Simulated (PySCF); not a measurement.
C₂H₈OSSi. Atoms are numbered in the order given.

```xyz
13

Si     0.2717    -0.9212     0.5670
O      1.7764    -0.1901     0.4231
C      1.9391     1.2133     0.3619
S     -1.1489    -0.3726    -0.9560
C     -1.8825     1.1447    -0.2166
H     -0.3508    -0.5565     1.8933
H      0.5366    -2.3845     0.4230
H      3.0235     1.4437     0.3283
H      1.4670     1.6424    -0.5519
H      1.5062     1.7307     1.2512
H     -1.2067     2.0153    -0.3188
H     -2.8151     1.3501    -0.7751
H     -2.1328     0.9895     0.8508
```
Charge 0, spin multiplicity 1.

The structure is a stationary point at PBE-D3(BJ)/def2-SVP. The values are those of a single conformer.

Method: PySCF with HF/pcSseg-1.

GIAO shieldings, no solvent; atoms alike by connectivity are averaged. δ = σ(ref) − σ: ²⁹Si against TMS (σ = 393.8 ppm); ¹⁷O against H2O (σ = 333.0 ppm); ¹³C against TMS (σ = 192.6 ppm); ³³S against H2S (σ = 725.2 ppm); ¹H against TMS (σ = 31.99 ppm), references at their B3LYP-D3(BJ)/def2-TZVP geometries, non-relativistic.

```csv
atoms,nucleus,count,δ (ppm)
Si1,²⁹Si,1,-5.1
O2,¹⁷O,1,6.0
C3,¹³C,1,___
C5,¹³C,1,19.3
S4,³³S,1,___
"H6, H7",¹H,2,5.05
"H8, H9, H10",¹H,3,___
"H11, H12, H13",¹H,3,___
```

Q: Fill in the missing entries. (The exact figures need the calculation; the answer reports its results.)

A: 
- C3, δ (ppm): 51.5
- S4, δ (ppm): 27.2
- H11, H12, H13, δ (ppm): 2.56
- H8, H9, H10, δ (ppm): 3.91
